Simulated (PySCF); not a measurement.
Identify the unknown among the candidates.

All candidates are C6H9NO.

| technique | computed result |
| --- | --- |
| Rotational structure | rotational constants A, B, C: 8.389, 0.746, 0.688 GHz [PBE0-D3(BJ)/def2-SVP] |
| Triplet | lowest triplet excitation (Tamm–Dancoff): 2.90 eV [TDA CAM-B3LYP/def2-SVPD] |
| UV, first state | lowest singlet excitation: 5.05 eV (245 nm, f = 1.014) [TDDFT CAM-B3LYP/def2-SVPD] |
| NMR, other nuclei | isotropic shieldings of nuclei other than C and H, by class: 103 (1 N), -124 (1 O) ppm [GIAO PBE0/pcSseg-1] |
| Valence photoelectron | vertical ionisation energy: 7.93 eV [ΔSCF CAM-B3LYP/def2-SVPD] |
| Couplings | largest of the computed one-bond spin–spin couplings (means over like bonds): 13C–1H +182.4, 13C–1H +172.0, 13C–1H +164.3, 13C–1H +158.5, 13C–1H +155.4, 13C–1H +135.1 (×3), 15N–1H -92.3, 13C–13C +86.5 Hz [B3LYP/pcJ-1, spin–dipole term left out for some pairs] |
| 13C NMR | chemical shifts (computed TMS as zero) by class: 165.7 (1 C), 143.3 (1 C), 133.6 (1 C), 119.2 (1 C), 114.4 (1 C), 23.4 (1 C) ppm [GIAO PBE0/pcSseg-1] |
| 1H NMR | chemical shifts (computed TMS as zero) by class: 7.19 (1 H), 6.37 (1 H), 5.79 (1 H), 5.48 (1 H), 5.20 (1 H), 5.16 (1 H), 1.90 (3 H) ppm [GIAO PBE0/pcSseg-1] |
| Dipole | 3.65 D [CAM-B3LYP/def2-SVPD] |

Gas-phase values; electronic properties from PySCF, density fitting. Levels stand in brackets. Geometry: PBE0-D3(BJ)/def2-SVP, one conformer, isolated molecule. NMR values are class means; diastereotopic atoms form classes of their own.

Question: Which candidate is it?
A. `C=C1CC(NC=O)C1`
B. `CC#CCNC(C)=O`
C. `CN(C)c1ccoc1`
D. `C=C/C=C/NC(C)=O`

Answer: D. It is `C=C/C=C/NC(C)=O`. Numbering: `[CH2:1]=[CH:2]/[CH:3]=[CH:4]/[NH:5][C:6]([CH3:7])=[O:8]`. Its formula, C6H9NO, gives 3 degrees of unsaturation: 0 rings and 3 π bonds in the structure found. 6 carbons fall into 6 classes; from least to most shielded: amide carbonyl carbon [C6] (165.7 ppm), alkene CH carbon [C2] (143.3 ppm), vinylic carbon bearing nitrogen [C4] (133.6 ppm), terminal =CH2 carbon [C1] (119.2 ppm), alkene CH carbon [C3] (114.4 ppm), methyl carbon next to a carbonyl [C7] (23.4 ppm). Hydrogen classes from least to most shielded: 1 H on a vinylic carbon bearing nitrogen, C4 (7.19 ppm), 1 H on an alkene CH carbon, C2 (6.37 ppm), 1 H on an amide nitrogen, N5 (5.79 ppm), 1 H on an alkene CH carbon, C3 (5.48 ppm), 1 H on a terminal =CH2 carbon, C1 (5.20 ppm), 1 H on a terminal =CH2 carbon, C1 (5.16 ppm), 3 H on a methyl carbon next to a carbonyl, C7 (1.90 ppm). The other shieldings belong to: 103 ppm, amide nitrogen [N5]; -124 ppm, amide oxygen [O8]. The couplings run between: +182.4 Hz, vinylic carbon bearing nitrogen [C4] and its hydrogen; +172.0 Hz, terminal =CH2 carbon [C1] and its hydrogen; +164.3 Hz, terminal =CH2 carbon [C1] and its hydrogen; +158.5 Hz, alkene CH carbon [C2] and its hydrogen; +155.4 Hz, alkene CH carbon [C3] and its hydrogen; +135.1 Hz, methyl carbon next to a carbonyl [C7] and its hydrogen (with 2 like pairs); -92.3 Hz, amide nitrogen [N5] and its hydrogen; +86.5 Hz, alkene CH carbon [C3] and vinylic carbon bearing nitrogen [C4]. The first electron is taken from the HOMO, whose largest Löwdin shares are 0.20 on the terminal =CH2 carbon, 0.20 on an alkene CH carbon, 0.16 on the vinylic carbon bearing nitrogen and 0.15 on the amide nitrogen. By its constants the optimised geometry is an asymmetric top.

The others, at the same levels:
- `C=C1CC(NC=O)C1` fails: its computed lowest singlet excitation is 5.73 eV (216 nm, f = 0.001) (against 5.05 eV), rotational constant A is 6.642 GHz (against 8.389 GHz) and smallest rotational constant is 0.974 GHz (against 0.688 GHz).
- `CC#CCNC(C)=O` fails: its computed lowest singlet excitation is 5.81 eV (214 nm, f = 0.001) (against 5.05 eV), rotational constant A is 5.271 GHz (against 8.389 GHz) and smallest rotational constant is 0.750 GHz (against 0.688 GHz).
- `CN(C)c1ccoc1` fails: its computed lowest singlet excitation is 5.36 eV (231 nm, f = 0.042) (against 5.05 eV), vertical ionisation energy is 7.45 eV (against 7.93 eV) and lowest triplet excitation (Tamm–Dancoff) is 3.80 eV (against 2.90 eV).

Each candidate is one conformer, not necessarily the lowest. The conformers computed, where there is a choice (atom-mapped SMILES and torsion angles):
- `[CH2:1]=[CH:2]/[CH:3]=[CH:4]/[NH:5][C:6]([CH3:7])=[O:8]`: C1–C2–C3–C4 180°, C3–C4–N5–C6 179°, C4–N5–C6–C7 180°
- `[CH2:1]=[C:2]1[CH2:3][CH:4]([NH:5][CH:6]=[O:7])[CH2:8]1`: C3–C4–N5–C6 129°, C4–N5–C6–O7 0°
- `[CH3:1][C:2]#[C:3][CH2:4][NH:5][C:6]([CH3:7])=[O:8]`: C3–C4–N5–C6 -122°, C4–N5–C6–C7 176°
- `[CH3:1][N:2]([CH3:3])[c:4]1[cH:5][cH:6][o:7][cH:8]1`: C1–N2–C4–C5 29°
